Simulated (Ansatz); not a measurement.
Si(NMeEt)Cl3 (C₃H₈Cl₃NSi), relaxed as a singlet with RKS PBE-D4/def2-SVP in Ansatz, starting from the GFN2-xTB geometry. Force threshold 0.02 eV/Å.

Another isomer (singlet) lies 0.36 eV lower at PBE0-D4/def2-TZVP; other spin states weren't run for this one.

Start:

Cartesian coordinates in Å:
```
C -1.596 0.492 -0.294
C 0.097 -1.032 0.558
C 0.649 -0.307 1.782
Cl 1.630 2.286 -1.116
Cl -0.196 0.801 -3.384
Cl 2.285 -0.832 -1.920
N -0.304 -0.134 -0.515
Si 0.804 0.507 -1.654
H -2.334 -0.278 -0.065
H -1.565 1.206 0.533
H -1.911 1.019 -1.191
H -0.778 -1.625 0.840
H 0.857 -1.712 0.170
H 0.944 -1.031 2.536
H 1.518 0.284 1.506
H -0.099 0.355 2.213
```

```
         step  energy (eV)  largest force component (eV/Å)  SCF passes
            1  -50138.9055                           0.952          20
            2  -50139.0538                           0.223          20
            3  -50139.0628                           0.063          20
            4  -50139.0635                           0.027          20
            5  -50139.0637                           0.031          20
            6  -50139.0643                           0.031          19
            7  -50139.0651                           0.075          18
            8  -50139.0658                           0.036          20
            9  -50139.0664                           0.021          20
           10  -50139.0670                           0.056          20
           11  -50139.0670                           0.067          19
           12  -50139.0675                           0.034          20
           13  -50139.0676                           0.022          21
           14  -50139.0677                           0.038          20
15 (rejected)  -50139.0659                           0.137          20
           16  -50139.0678                           0.018          20
```

Force components are those of the run's own axes.

End:

Cartesian coordinates in Å:
```
C -1.612 0.463 -0.308
C 0.175 -1.001 0.578
C 0.595 -0.255 1.849
Cl 1.911 2.104 -1.089
Cl -0.265 1.049 -3.376
Cl 2.139 -1.014 -2.217
N -0.299 -0.138 -0.511
Si 0.789 0.463 -1.699
H -2.363 -0.331 -0.097
H -1.635 1.188 0.538
H -1.937 0.997 -1.221
H -0.639 -1.726 0.810
H 1.024 -1.605 0.199
H 0.931 -0.971 2.625
H 1.429 0.445 1.640
H -0.241 0.333 2.279
```

By distances, no bond broke or formed. The bond that changes most is Cl6–Si8, from 2.01 to 2.07 Å (atoms count from 1).

No frequencies were taken in this run, so the end may be a saddle point.

It took 31 s on 4 threads of Arm Neoverse V2 on a shared host.
